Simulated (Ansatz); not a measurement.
Born–Oppenheimer molecular dynamics of C$_{4}$H$_{13}$ClN$_{2}$Si (21 atoms, charge 0, multiplicity 1). It starts from a relaxed structure.

These are results of RKS PBE/STO-3G (Ansatz), not measurements.

* ensemble: NVT, Langevin thermostat
* time step: 0.5 fs
* steps asked: 150
* set temperature: 500 K
* friction: 0.005 /fs
* seed: 805815

Frames 1 fs apart, positions in Å, forces in eV/Å.

Velocities at 0 fs (Å/ps):

```
Si -0.41 -3.17 3.11
H -8.49 1.62 -43.68
Cl 3.99 6.31 0.48
N -5.38 2.59 -7.89
C -0.07 -6.24 6.70
H -7.57 -10.07 -25.45
H -12.81 -12.32 25.32
H 1.87 -30.11 -23.06
C -1.84 -0.94 10.26
H 21.52 7.20 -27.95
H -7.67 -35.34 -11.20
H 11.21 17.52 -30.55
N -0.31 -0.27 -1.77
C -9.22 -1.53 -3.55
H 2.59 -18.64 27.97
H -10.65 21.63 13.32
H 26.87 -13.84 -18.89
C 7.94 2.58 1.24
H -13.52 -17.94 32.63
H -8.17 -9.85 -19.94
H -6.88 7.40 -42.32
```

```xyz
21
Properties=species:S:1:pos:R:3:forces:R:3 time_fs=0 energy_less_start_eV=0.000 T=476
Si -0.239 -0.019 -0.157 0.00 -0.02 0.00
H 0.242 -0.015 1.220 0.00 0.00 -0.01
Cl 1.506 -0.263 -1.414 0.00 0.00 0.00
N -1.020 1.536 -0.435 -0.01 0.02 -0.01
C -1.863 1.713 -1.664 0.00 0.00 0.00
H -2.592 0.879 -1.728 0.01 0.01 0.00
H -2.431 2.664 -1.577 0.01 -0.01 0.00
H -1.277 1.754 -2.616 -0.01 0.00 0.01
C -0.127 2.727 -0.219 0.01 0.00 0.00
H 0.613 2.886 -1.042 -0.01 0.00 0.01
H -0.753 3.642 -0.140 0.00 0.00 0.00
H 0.432 2.599 0.731 -0.01 0.00 -0.01
N -1.395 -1.340 -0.398 0.01 -0.01 0.01
C -1.212 -2.502 0.546 0.00 0.01 -0.01
H -1.109 -2.127 1.585 0.00 0.00 -0.01
H -2.114 -3.149 0.496 0.01 0.00 0.00
H -0.325 -3.140 0.310 -0.01 0.01 0.00
C -1.547 -1.860 -1.804 0.00 0.00 0.00
H -2.436 -2.525 -1.849 0.01 0.00 0.00
H -1.704 -1.016 -2.506 0.00 -0.01 0.01
H -0.661 -2.443 -2.158 -0.01 0.01 0.00
21
Properties=species:S:1:pos:R:3:forces:R:3 time_fs=1 energy_less_start_eV=0.189 T=404
Si -0.239 -0.022 -0.154 -0.40 0.25 -1.19
H 0.236 -0.011 1.177 0.37 0.00 1.12
Cl 1.510 -0.257 -1.413 -0.07 0.00 0.04
N -1.026 1.539 -0.442 0.49 -0.55 0.57
C -1.863 1.706 -1.658 -0.09 -0.01 -1.05
H -2.598 0.871 -1.754 0.18 0.13 0.27
H -2.444 2.653 -1.553 0.15 -0.07 -0.22
H -1.275 1.726 -2.638 -0.38 0.24 0.71
C -0.129 2.725 -0.209 0.70 -0.38 -2.42
H 0.634 2.893 -1.067 -0.94 -0.17 0.98
H -0.761 3.609 -0.151 -0.41 0.86 0.14
H 0.445 2.617 0.702 0.41 -0.23 1.05
N -1.395 -1.340 -0.399 0.21 0.06 0.07
C -1.221 -2.504 0.542 1.46 -0.07 0.67
H -1.107 -2.145 1.613 -0.04 -0.13 -0.90
H -2.126 -3.128 0.509 -0.30 -0.39 -0.15
H -0.299 -3.153 0.291 -1.09 0.56 0.28
C -1.539 -1.857 -1.803 -1.10 -0.58 -0.29
H -2.449 -2.543 -1.817 0.80 0.57 -0.16
H -1.711 -1.027 -2.523 -0.09 0.00 0.23
H -0.670 -2.435 -2.200 0.14 -0.09 0.25
21
Properties=species:S:1:pos:R:3:forces:R:3 time_fs=2 energy_less_start_eV=0.568 T=273
Si -0.238 -0.025 -0.152 -0.77 0.48 -2.29
H 0.235 -0.006 1.141 0.73 0.00 2.17
Cl 1.514 -0.251 -1.413 -0.12 -0.01 0.07
N -1.031 1.541 -0.449 0.99 -1.05 1.14
C -1.864 1.699 -1.653 -0.24 0.07 -1.86
H -2.600 0.864 -1.778 0.26 0.16 0.52
H -2.457 2.641 -1.532 0.26 -0.13 -0.42
H -1.275 1.702 -2.653 -0.59 0.47 1.16
C -0.131 2.724 -0.200 0.90 -0.55 -3.97
H 0.646 2.901 -1.082 -1.44 -0.28 1.48
H -0.772 3.586 -0.158 -0.63 1.38 0.23
H 0.461 2.633 0.680 0.69 -0.39 1.79
N -1.396 -1.339 -0.400 0.38 0.09 0.10
C -1.229 -2.505 0.539 2.32 -0.11 1.17
H -1.103 -2.163 1.633 -0.09 -0.15 -1.50
H -2.139 -3.111 0.520 -0.45 -0.63 -0.27
H -0.284 -3.161 0.278 -1.71 0.82 0.43
C -1.531 -1.856 -1.802 -2.04 -0.87 -0.49
H -2.458 -2.556 -1.785 1.35 0.95 -0.35
H -1.717 -1.037 -2.538 -0.18 0.01 0.43
H -0.682 -2.425 -2.239 0.37 -0.26 0.44
21
Properties=species:S:1:pos:R:3:forces:R:3 time_fs=3 energy_less_start_eV=0.787 T=180
Si -0.238 -0.028 -0.151 -0.92 0.70 -2.85
H 0.241 -0.003 1.124 0.90 0.01 2.69
Cl 1.518 -0.246 -1.413 -0.17 -0.02 0.08
N -1.036 1.542 -0.455 1.39 -1.45 1.61
C -1.864 1.692 -1.649 -0.44 0.08 -2.28
H -2.599 0.856 -1.799 0.29 0.18 0.74
H -2.465 2.630 -1.514 0.31 -0.14 -0.57
H -1.280 1.680 -2.658 -0.61 0.67 1.26
C -0.132 2.722 -0.195 0.84 -0.31 -4.19
H 0.643 2.908 -1.084 -1.53 -0.31 1.52
H -0.788 3.578 -0.163 -0.44 1.28 0.31
H 0.484 2.645 0.675 0.48 -0.44 1.73
N -1.396 -1.337 -0.401 0.50 0.05 0.14
C -1.235 -2.507 0.536 2.43 -0.22 1.30
H -1.099 -2.183 1.639 -0.10 -0.04 -1.63
H -2.157 -3.100 0.529 -0.34 -0.64 -0.34
H -0.284 -3.163 0.266 -1.91 0.82 0.47
C -1.525 -1.855 -1.801 -2.48 -0.87 -0.70
H -2.454 -2.562 -1.760 1.50 1.04 -0.50
H -1.726 -1.045 -2.550 -0.23 -0.01 0.63
H -0.691 -2.414 -2.272 0.54 -0.37 0.61
21
Properties=species:S:1:pos:R:3:forces:R:3 time_fs=4 energy_less_start_eV=0.728 T=206
Si -0.239 -0.030 -0.150 -0.74 0.90 -2.59
H 0.258 -0.002 1.128 0.76 0.01 2.39
Cl 1.522 -0.241 -1.413 -0.21 -0.03 0.10
N -1.038 1.542 -0.460 1.65 -1.72 1.95
C -1.866 1.687 -1.648 -0.56 0.05 -2.30
H -2.591 0.847 -1.810 0.21 0.13 0.85
H -2.472 2.617 -1.504 0.26 -0.07 -0.65
H -1.288 1.669 -2.652 -0.47 0.80 1.06
C -0.133 2.721 -0.192 0.70 0.23 -3.18
H 0.625 2.910 -1.071 -1.26 -0.25 1.15
H -0.808 3.586 -0.162 0.05 0.71 0.36
H 0.514 2.652 0.686 -0.24 -0.41 0.91
N -1.396 -1.334 -0.402 0.54 -0.04 0.18
C -1.238 -2.510 0.534 1.83 -0.35 1.04
H -1.097 -2.207 1.630 -0.06 0.18 -1.29
H -2.175 -3.098 0.532 0.01 -0.46 -0.39
H -0.300 -3.155 0.258 -1.68 0.57 0.39
C -1.522 -1.855 -1.800 -2.37 -0.72 -0.87
H -2.439 -2.558 -1.739 1.27 0.82 -0.61
H -1.736 -1.054 -2.556 -0.27 0.04 0.72
H -0.694 -2.404 -2.301 0.56 -0.39 0.78
21
Properties=species:S:1:pos:R:3:forces:R:3 time_fs=5 energy_less_start_eV=0.580 T=262
Si -0.240 -0.032 -0.149 -0.24 1.06 -1.63
H 0.282 -0.003 1.154 0.35 -0.01 1.40
Cl 1.525 -0.236 -1.413 -0.25 -0.03 0.10
N -1.038 1.540 -0.464 1.80 -1.84 2.18
C -1.867 1.682 -1.649 -0.68 0.09 -1.90
H -2.578 0.839 -1.813 0.00 -0.03 0.88
H -2.477 2.604 -1.499 0.17 0.03 -0.68
H -1.302 1.663 -2.636 -0.14 0.87 0.53
C -0.134 2.720 -0.193 0.21 0.74 -1.44
H 0.595 2.910 -1.047 -0.56 -0.08 0.31
H -0.827 3.600 -0.155 0.58 0.03 0.36
H 0.542 2.656 0.705 -1.02 -0.37 -0.05
N -1.396 -1.331 -0.403 0.53 -0.14 0.25
C -1.240 -2.513 0.533 0.58 -0.37 0.40
H -1.097 -2.231 1.607 0.04 0.50 -0.48
H -2.193 -3.102 0.531 0.48 -0.17 -0.41
H -0.330 -3.139 0.252 -0.98 0.01 0.17
C -1.521 -1.856 -1.799 -1.61 -0.31 -1.11
H -2.414 -2.545 -1.724 0.60 0.24 -0.64
H -1.749 -1.063 -2.561 -0.28 0.08 0.78
H -0.693 -2.398 -2.323 0.41 -0.29 0.98
21
Properties=species:S:1:pos:R:3:forces:R:3 time_fs=6 energy_less_start_eV=0.604 T=259
Si -0.241 -0.034 -0.150 0.36 1.19 -0.51
H 0.309 -0.003 1.191 -0.14 -0.03 0.27
Cl 1.529 -0.232 -1.413 -0.27 -0.04 0.11
N -1.038 1.538 -0.467 1.84 -1.83 2.28
C -1.868 1.677 -1.650 -0.85 0.19 -1.15
H -2.565 0.833 -1.806 -0.25 -0.26 0.83
H -2.480 2.591 -1.500 0.05 0.16 -0.64
H -1.321 1.663 -2.618 0.34 0.87 -0.25
C -0.134 2.719 -0.196 -0.65 0.94 0.47
H 0.558 2.906 -1.022 0.49 0.20 -0.88
H -0.838 3.613 -0.144 0.94 -0.50 0.33
H 0.560 2.655 0.723 -1.55 -0.33 -0.78
N -1.395 -1.328 -0.404 0.44 -0.33 0.27
C -1.242 -2.517 0.531 -0.98 -0.07 -0.42
H -1.099 -2.249 1.578 0.18 0.82 0.65
H -2.204 -3.110 0.528 0.78 0.08 -0.40
H -0.371 -3.124 0.246 0.17 -0.78 -0.20
C -1.523 -1.857 -1.799 -0.44 0.28 -1.22
H -2.384 -2.527 -1.718 -0.44 -0.63 -0.55
H -1.768 -1.073 -2.558 -0.26 0.22 0.68
H -0.689 -2.394 -2.335 0.23 -0.15 1.12
21
Properties=species:S:1:pos:R:3:forces:R:3 time_fs=7 energy_less_start_eV=0.806 T=188
Si -0.243 -0.035 -0.150 0.93 1.28 0.42
H 0.334 -0.006 1.229 -0.54 -0.05 -0.66
Cl 1.532 -0.228 -1.414 -0.31 -0.05 0.12
N -1.036 1.535 -0.469 1.76 -1.69 2.24
C -1.870 1.672 -1.653 -0.96 0.30 -0.23
H -2.558 0.828 -1.790 -0.44 -0.50 0.68
H -2.483 2.580 -1.506 -0.08 0.31 -0.54
H -1.337 1.673 -2.601 0.78 0.77 -1.04
C -0.135 2.719 -0.198 -1.71 0.91 2.07
H 0.522 2.903 -1.005 1.55 0.50 -2.10
H -0.845 3.624 -0.130 1.12 -0.84 0.27
H 0.563 2.653 0.733 -1.69 -0.31 -1.12
N -1.393 -1.325 -0.404 0.29 -0.57 0.27
C -1.244 -2.522 0.530 -2.35 0.56 -1.11
H -1.099 -2.260 1.552 0.31 1.06 1.68
H -2.206 -3.116 0.521 0.78 0.18 -0.36
H -0.410 -3.114 0.240 1.43 -1.63 -0.62
C -1.524 -1.858 -1.800 0.72 0.81 -1.10
H -2.356 -2.517 -1.717 -1.46 -1.48 -0.41
H -1.787 -1.083 -2.547 -0.24 0.45 0.41
H -0.683 -2.393 -2.334 0.11 -0.02 1.12
21
Properties=species:S:1:pos:R:3:forces:R:3 time_fs=8 energy_less_start_eV=0.842 T=165
Si -0.245 -0.036 -0.150 1.38 1.31 1.03
H 0.352 -0.011 1.257 -0.82 -0.04 -1.26
Cl 1.536 -0.223 -1.414 -0.34 -0.05 0.14
N -1.033 1.531 -0.469 1.59 -1.42 2.06
C -1.873 1.667 -1.656 -0.90 0.35 0.31
H -2.554 0.820 -1.768 -0.49 -0.58 0.47
H -2.488 2.571 -1.518 -0.17 0.39 -0.38
H -1.346 1.692 -2.597 0.94 0.59 -1.35
C -0.137 2.720 -0.197 -2.03 0.79 2.30
H 0.504 2.907 -1.008 1.81 0.58 -2.30
H -0.841 3.628 -0.115 1.03 -0.88 0.21
H 0.551 2.650 0.733 -1.49 -0.31 -1.09
N -1.390 -1.321 -0.404 0.10 -0.84 0.24
C -1.248 -2.526 0.528 -2.70 1.09 -1.28
H -1.094 -2.260 1.542 0.34 1.04 1.95
H -2.202 -3.119 0.510 0.50 0.15 -0.27
H -0.437 -3.118 0.228 2.05 -2.00 -0.80
C -1.525 -1.858 -1.800 1.08 0.87 -0.75
H -2.343 -2.520 -1.720 -1.77 -1.75 -0.31
H -1.805 -1.087 -2.533 -0.21 0.64 0.10
H -0.677 -2.392 -2.321 0.09 0.07 0.99
21
Properties=species:S:1:pos:R:3:forces:R:3 time_fs=9 energy_less_start_eV=0.575 T=253
Si -0.246 -0.036 -0.150 1.68 1.25 1.32
H 0.359 -0.018 1.273 -0.94 -0.02 -1.53
Cl 1.540 -0.219 -1.415 -0.38 -0.06 0.16
N -1.030 1.527 -0.468 1.33 -1.02 1.78
C -1.875 1.663 -1.658 -0.76 0.19 0.34
H -2.553 0.804 -1.744 -0.33 -0.38 0.26
H -2.494 2.565 -1.537 -0.23 0.41 -0.19
H -1.347 1.715 -2.604 0.80 0.35 -1.14
C -0.141 2.722 -0.195 -1.61 0.61 1.10
H 0.498 2.917 -1.032 1.28 0.40 -1.42
H -0.827 3.625 -0.100 0.68 -0.63 0.18
H 0.523 2.643 0.726 -0.95 -0.31 -0.69
N -1.389 -1.318 -0.404 -0.08 -1.09 0.18
C -1.254 -2.529 0.526 -1.59 1.30 -0.84
H -1.087 -2.251 1.552 0.20 0.70 1.19
H -2.192 -3.118 0.495 -0.04 -0.04 -0.16
H -0.445 -3.136 0.210 1.65 -1.58 -0.57
C -1.525 -1.857 -1.802 0.44 0.31 -0.25
H -2.349 -2.538 -1.727 -1.17 -1.25 -0.29
H -1.825 -1.084 -2.514 -0.12 0.72 -0.19
H -0.670 -2.394 -2.299 0.13 0.14 0.75
```

Of the whole run (75 fs, mean temperature of the second half 273 K): The mean temperature of the second half is 45 % below the set value. A run of 0.075 ps of so small a system gives no equilibrium averages. Limits of this set-up: minimal basis.

Run time: 16 min on 1 thread of Intel(R) Xeon(R) Processor @ 2.70GHz (shared host), peak memory 0.14 GiB.
